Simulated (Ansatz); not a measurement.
Relaxation of CH4AlNS (8 atoms, charge 0, multiplicity 1), to a largest force component of 0.02 eV/Å in at most 50 steps.

Computed with UKS PBE/def2-SVP in Ansatz.

```xyz
8
Properties=species:S:1:pos:R:3
Al -0.304 1.649 -0.635
N 0.440 -0.034 -0.527
C 0.310 -0.759 0.511
S 1.193 -2.361 0.559
H 0.831 0.034 -1.488
H -1.180 2.294 0.586
H -0.180 -0.415 1.401
H 0.004 -2.980 0.049
```

Task: Where does it end, and by what steps?

Result: The forces met the threshold. After 18 steps the energy has fallen by 1.730 eV; H8 moved furthest, 1.40 Å.

| step | energy less start (eV) | largest force component (eV/Å) | accepted |
| --- | --- | --- | --- |
| 0 | 0.0000 | 4.104 | yes |
| 1 | -0.7498 | 2.092 | yes |
| 2 | -1.2240 | 0.939 | yes |
| 3 | -1.3673 | 1.159 | yes |
| 4 | -1.3900 | 0.816 | yes |
| 5 | -1.4308 | 0.278 | yes |
| 6 | -1.4666 | 0.535 | yes |
| 7 | -1.5044 | 1.010 | yes |
| 8 | -1.5921 | 0.705 | yes |
| 9 | -1.6598 | 0.577 | yes |
| 10 | -1.6820 | 0.720 | yes |
| 11 | -1.7144 | 0.492 | yes |
| 12 | -1.7187 | 0.378 | yes |
| 13 | -1.7245 | 0.172 | yes |
| 14 | -1.7280 | 0.100 | yes |
| 15 | -1.7299 | 0.036 | yes |
| 16 | -1.7302 | 0.030 | yes |
| 17 | -1.7302 | 0.023 | yes |
| 18 | -1.7303 | 0.009 | yes |

```xyz
8
Properties=species:S:1:pos:R:3
Al 0.166 1.904 -0.672
N -0.156 -0.129 -0.684
C -0.090 -0.740 0.475
S 0.767 -2.205 0.926
H 0.216 -0.662 -1.483
H -0.512 1.977 0.863
H -0.541 -0.223 1.344
H 1.266 -2.493 -0.312
```

Whether the end is a true minimum wasn't checked by a vibrational analysis.

Time of the run: 48 s on 2 threads of AMD EPYC 7R43 64-Core Processor (Zen 3) (shared host), peak memory 0.2 GiB.
